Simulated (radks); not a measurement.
Results of a calculation; reference values are marked as such.
Q: These are the eigenvalues of the occupied orbitals of an atom or ion with whole-number occupations (hartree). Code: a radial shooting solver on a logarithmic mesh with Libxc functionals. Model: scalar-relativistic Kohn-Sham, PBE, spin-polarised, spherical densities, point nucleus.

| orbital | eigenvalue |
|---|---|
| 1s | -162.0666 |
| 2s | -17.93355 |
| 2p | -14.76773 |
| 3s | -2.48207 |
| 3p | -1.68448 |
| 4s | -0.41543 |

Which element is it, and in what charge state? The configuration may be excited. Open shells, if any, are filled with parallel spins first.

A: Z = 21, scandium, charge +1: Sc+ in [Ar] 4s2. The list shows which subshells hold electrons but not how many an open one holds; the 1s level, -162.07 hartree, gives Z - s = 18.0 by -(Z - s)^2/2, which with screening and relativity narrows Z to a few neighbours, and the depths of the outer levels then fix element, charge and occupations together.
